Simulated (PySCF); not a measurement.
## TDDFT excited states: F3H3OSiTi

Species: (F)3Ti-O-SiH3 (singlet state).
Geometry (PBE0-D3(BJ)/def2-SVP, Å), atoms numbered from 1 in this order:
```xyz
9
F3H3OSiTi angstrom
Ti    -0.6054    0.0095    1.5610
F      0.2120    1.2074    2.5141
F     -0.3686   -1.5553    2.2735
F     -2.3029    0.3681    1.5199
O      0.0434    0.0155   -0.0636
Si     0.6575   -0.0207   -1.6250
H     -0.4709    0.1331   -2.5853
H      1.6262    1.0999   -1.7827
H      1.3414   -1.3270   -1.8375
```

Method: TDDFT PBE0/def2-SVPD, vertical, gas phase, core orbitals frozen in the response in PySCF 2.14.0, density-fitted response routines.

Q: What does the calculation give for the low-lying excited states?

A: 

| state | E (eV) | ν̃ (cm⁻¹) | f | main configurations (H = HOMO, L = LUMO) |
| --- | --- | --- | --- | --- |
| S1 | 5.74 | 46260 | 0.0000 | H-1/H→L/L+1 (≥78%) |
| S2 | 5.82 | 46940 | 0.0001 | H-1/H→L/L+1 (≥93%) |
| S3 | 5.82 | 46950 | 0.0001 | H-1/H→L/L+1 (≥93%) |
| S4 | 6.24 | 50300 | 0.109 | H-1/H→L/L+1 (≥76%) |
| S5 | 6.85 | 55230 | 0.0000 | H-1/H→L+2 (≥89%) |
| S6 | 6.85 | 55250 | 0.0001 | H-1/H→L+2 (≥89%) |
| S7 | 7.06 | 56960 | 0.0000 | H-1/H→L+3 (≥45%), H-1/H→L+4 (≥37%) |
| S8 | 7.12 | 57400 | 0.0008 | H-1/H→L+3 (≥47%), H-1/H→L+4 (≥35%) |
| S9 | 7.12 | 57410 | 0.0008 | H-1/H→L+4 (≥50%), H-1/H→L+3 (≥33%) |
| S10 | 7.35 | 59270 | 0.131 | H-1/H→L+4 (≥36%), H-1/H→L+3 (≥32%) |
| S11 | 7.57 | 61070 | 0.0001 | H-3/H-2→L/L+1 (≥66%), H-4→L/L+1 (≥18%) |
| S12 | 7.58 | 61120 | 0.0003 | H-3/H-2→L/L+1 (≥42%), H-4→L/L+1 (≥22%) |
| S13 | 7.58 | 61120 | 0.0002 | H-3/H-2→L/L+1 (≥49%), H-4→L/L+1 (≥17%) |

Triplets, Tamm–Dancoff:

| state | E (eV) | λ (nm) | main configurations (H = HOMO, L = LUMO) |
| --- | --- | --- | --- |
| T1 | 5.47 | 226.5 | H-1/H→L/L+1 (≥73%) |
| T2 | 5.59 | 221.8 | H-1/H→L/L+1 (≥75%) |
| T3 | 5.59 | 221.7 | H-1/H→L/L+1 (≥75%) |

The lowest singlet comes at 216 nm (553 kJ/mol) in the ultraviolet; it is dark (f under 0.0005); its leading configuration is HOMO-1/HOMO→LUMO/LUMO+1 (≥78%). The most intense listed level is S10 at 7.35 eV (169 nm, f = 0.131), 1.61 eV above S1. S2/S3, S5/S6, S8/S9 and S11/S12/S13 lie within about 0.01 eV of each other in each set. For S1 the Löwdin share of titanium is at most 9% in HOMO and 78% in LUMO (ligand-to-metal charge transfer by this measure). Weighted by f, the mean energy of these states is 6.85 eV. The oscillator strengths of these states sum to 0.243; summed over the whole spectrum of an exact calculation they would give the number of electrons, 74 (Thomas–Reiche–Kuhn). The listed states span 1.84 eV, and the widest gap between neighbours is 0.61 eV (S4 to S5). Orbitals of the list HOMO-3 to LUMO+2 that lie within 0.01 eV of each other are written together with a slash and their weights summed (≥ marks a lower bound); for degenerate orbitals outside that list single weights are arbitrary. Only the lowest 15 singlets were computed, as vertical energies without vibronic structure. The highest level found (7.73 eV, f 0.018 so far) is left out, since the window may have cut off a degenerate partner.

Hardware: one thread of an Arm Neoverse V2 (shared host). Cost: 30 s (grids of density and orbitals included), 0.86 GiB resident at most.
